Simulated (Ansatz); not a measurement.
Ideal-gas functions of CH2FNSSi, SMILES `F[SiH]1N=C1S` at 800 K and 1 bar, from an Ansatz frequency run at PBE0-D4/def2-TZVP.

Molar mass 107.18 g/mol, point group C1 (symmetry number 1), electronic degeneracy 1, moments of inertia 49.629, 312.164, 333.947 u Å². Harmonic wavenumbers (cm⁻¹, unscaled): 152, 255, 290, 360, 467, 498, 595, 763, 842, 868, 953, 1154, 1511, 2327, 2649.

Use S(trans) = R[1.5 ln M + 2.5 ln T − 1.1517]; rotational temperatures θ = 24.2544 K / I; S(rot) = R[ln(√π/σ · √(T³/θAθBθC)) + 1.5]; for each mode x = 1.438777 ν̃/T, S = R[x/(eˣ − 1) − ln(1 − e⁻ˣ)] and H = RT x/(eˣ − 1); 1 cm⁻¹ = 0.0119627 kJ/mol; R = 8.31446 J/(mol·K).

Problem. By hand: the entropy, in J/(mol·K).

Solution. Translation 187.7. Rotation: θ = 0.4887, 0.0777, 0.0726 K, giving 125.1. Vibration, mode by mode: 19.12, 14.87, 13.82, 12.07, 10.01, 9.50, 8.14, 6.31, 5.62, 5.41, 4.78, 3.59, 2.17, 0.67, 0.41, in all 116.5. Electronic 0.0. Sum 429.3 J/(mol·K).

Problem. By hand: H − E and G − E in kJ/mol, counted from the electronic energy.

Solution. Zero-point energy ½ × 13684 × 0.0119627 = 81.8; thermal vibration 48.1; translation, rotation and pV give 4 RT = 26.6. H − E = 156.5 kJ/mol, and G − E = 156.5 − 800 × 429.3/1000 = -186.9 kJ/mol.

Vibration gives 27 % of the entropy. The sum counts one conformer and one mirror image; others add a mixing term.
